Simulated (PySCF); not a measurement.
SMILES C(C)(COC)OC(=O)C, GFN2-xTB optimised geometry.

```
21

C      0.22    -1.97     1.29
O     -0.27    -0.66     1.15
C      0.22    -0.01     0.00
C     -0.28     1.43     0.00
C     -1.80     1.50    -0.05
O      0.22     2.11    -1.16
C      1.47     2.60    -1.10
C      1.82     3.30    -2.39
O      2.20     2.49    -0.15
H      1.31    -1.98     1.37
H     -0.08    -2.60     0.43
H     -0.22    -2.37     2.20
H     -0.12    -0.53    -0.91
H      1.32    -0.01     0.00
H      0.10     1.93     0.90
H     -2.13     2.53     0.02
H     -2.16     1.07    -0.98
H     -2.20     0.93     0.79
H      1.73     2.60    -3.22
H      2.83     3.68    -2.33
H      1.12     4.12    -2.55
```

Density from B3LYP/def2-SVP run with PySCF 2.14.0 at that geometry.

Minimum of the electron density along straight lines between bonded atoms, close to the bond critical point (lines longer than 1.1 times the sum of covalent radii, or with two minima, are not listed):

```json
[
 {"bond": "C1–O2", "length / Å": "1.405", "ρ at the minimum / e bohr⁻³": "0.262", "∇²ρ there / e bohr⁻⁵": "-0.45", "position (fraction from the first atom)": "0.34"},
 {"bond": "O2–C3", "length / Å": "1.406", "ρ at the minimum / e bohr⁻³": "0.264", "∇²ρ there / e bohr⁻⁵": "…", "position (fraction from the first atom)": "0.66"},
 {"bond": "C3–C4", "length / Å": "1.533", "ρ at the minimum / e bohr⁻³": "0.253", "∇²ρ there / e bohr⁻⁵": "-0.62", "position (fraction from the first atom)": "0.50"},
 {"bond": "C4–C5", "length / Å": "1.519", "ρ at the minimum / e bohr⁻³": "0.253", "∇²ρ there / e bohr⁻⁵": "-0.60", "position (fraction from the first atom)": "0.51"},
 {"bond": "C4–O6", "length / Å": "1.432", "ρ at the minimum / e bohr⁻³": "0.239", "∇²ρ there / e bohr⁻⁵": "…", "position (fraction from the first atom)": "0.34"},
 {"bond": "O6–C7", "length / Å": "1.337", "ρ at the minimum / e bohr⁻³": "0.305", "∇²ρ there / e bohr⁻⁵": "…", "position (fraction from the first atom)": "0.66"},
 {"bond": "C7–C8", "length / Å": "1.507", "ρ at the minimum / e bohr⁻³": "0.260", "∇²ρ there / e bohr⁻⁵": "-0.64", "position (fraction from the first atom)": "0.52"},
 {"bond": "C7–O9", "length / Å": "1.202", "ρ at the minimum / e bohr⁻³": "0.421", "∇²ρ there / e bohr⁻⁵": "0.34", "position (fraction from the first atom)": "0.33"},
 {"bond": "C1–H10", "length / Å": "1.097", "ρ at the minimum / e bohr⁻³": "0.279", "∇²ρ there / e bohr⁻⁵": "-1.04", "position (fraction from the first atom)": "0.63"},
 {"bond": "C1–H11", "length / Å": "1.097", "ρ at the minimum / e bohr⁻³": "0.278", "∇²ρ there / e bohr⁻⁵": "-1.04", "position (fraction from the first atom)": "0.63"},
 {"bond": "C1–H12", "length / Å": "1.088", "ρ at the minimum / e bohr⁻³": "0.285", "∇²ρ there / e bohr⁻⁵": "-1.11", "position (fraction from the first atom)": "0.64"},
 {"bond": "C3–H13", "length / Å": "1.102", "ρ at the minimum / e bohr⁻³": "0.277", "∇²ρ there / e bohr⁻⁵": "-1.01", "position (fraction from the first atom)": "0.63"},
 {"bond": "C3–H14", "length / Å": "1.101", "ρ at the minimum / e bohr⁻³": "0.280", "∇²ρ there / e bohr⁻⁵": "-1.05", "position (fraction from the first atom)": "0.63"},
 {"bond": "C4–H15", "length / Å": "1.097", "ρ at the minimum / e bohr⁻³": "0.285", "∇²ρ there / e bohr⁻⁵": "-1.10", "position (fraction from the first atom)": "0.64"},
 {"bond": "C5–H16", "length / Å": "1.086", "ρ at the minimum / e bohr⁻³": "0.278", "∇²ρ there / e bohr⁻⁵": "-1.02", "position (fraction from the first atom)": "0.63"},
 {"bond": "C5–H17", "length / Å": "1.087", "ρ at the minimum / e bohr⁻³": "0.278", "∇²ρ there / e bohr⁻⁵": "-1.02", "position (fraction from the first atom)": "0.63"},
 {"bond": "C5–H18", "length / Å": "1.085", "ρ at the minimum / e bohr⁻³": "0.280", "∇²ρ there / e bohr⁻⁵": "-1.05", "position (fraction from the first atom)": "0.63"},
 {"bond": "C8–H19", "length / Å": "1.087", "ρ at the minimum / e bohr⁻³": "0.276", "∇²ρ there / e bohr⁻⁵": "-1.02", "position (fraction from the first atom)": "0.63"},
 {"bond": "C8–H20", "length / Å": "1.085", "ρ at the minimum / e bohr⁻³": "0.280", "∇²ρ there / e bohr⁻⁵": "-1.06", "position (fraction from the first atom)": "0.64"},
 {"bond": "C8–H21", "length / Å": "1.087", "ρ at the minimum / e bohr⁻³": "0.276", "∇²ρ there / e bohr⁻⁵": "-1.02", "position (fraction from the first atom)": "0.63"}
]
```

Question: Some entries are withheld; supply them.

Answer: 
- O2–C3, ∇²ρ there / e bohr⁻⁵: -0.48
- C4–O6, ∇²ρ there / e bohr⁻⁵: -0.32
- O6–C7, ∇²ρ there / e bohr⁻⁵: -0.38
